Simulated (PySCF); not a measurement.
**Radial density of Cl (chlorine, neutral)**

M06-2X, [Ne] 3s2 3p5, 2P determinant. All numbers are calculated (PySCF 2.14, the non-relativistic Hamiltonian (point nucleus), in 6-31G*).

```tsv
r (bohr)	4πr²ρ (e/bohr)	4πr²(ρα − ρβ)
0.00170	0.1080	0.0000
0.00285	0.2981	0.0000
0.00480	0.7949	0.0000
0.00808	2.001	0.0001
0.0136	4.711	0.0003
0.0228	9.728	0.0008
0.0384	16.36	0.0031
0.0646	19.58	0.0128
0.109	15.39	0.0479
0.183	14.02	0.1166
0.308	19.39	0.1173
0.517	11.37	0.0008
0.870	3.610	0.2925
1.46	4.527	0.6513
2.46	1.669	0.2407
4.14	0.1269	0.0153
6.97	0.0001135	0.0000
```
